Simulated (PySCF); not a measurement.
Relaxation of singlet AlCl₃

These are results of PBE0/[Al def2-TZVP, Cl def2-TZVP], no relativity, density fitting, PySCF, not measurements. A (50,194) grid was used.

A hand-made trigonal planar start, of D3h symmetry, held to at least that symmetry:

```xyz
4
charge 0 multiplicity 1, angstrom
Al    0.0000    0.0000    0.0000
Cl    2.2500    0.0000    0.0000
Cl   -1.1250    1.9486    0.0000
Cl   -1.1250   -1.9486    0.0000
```

Optimiser trace:
```
step  E − E(last) (kJ/mol)  largest gradient (Eh/bohr)
   0                 70.72                     0.04630
   1                 11.08                     0.02149
   2                  1.71                     0.00963
   3                  0.03                     0.00126
   4                  0.00                     0.00007
```

It ends at D3h with Al–Cl 2.070 Å (×3); Cl–Al–Cl 120.0° (×3). A frequency run shows a minimum. Other isomers or separated fragments may lie lower.

Final geometry:
```xyz
4
charge 0 multiplicity 1, angstrom
Al    0.0000    0.0000    0.0000
Cl    2.0698    0.0000    0.0000
Cl   -1.0349    1.7925    0.0000
Cl   -1.0349   -1.7925    0.0000
```

The relaxation took about 29 core-seconds on a shared host.
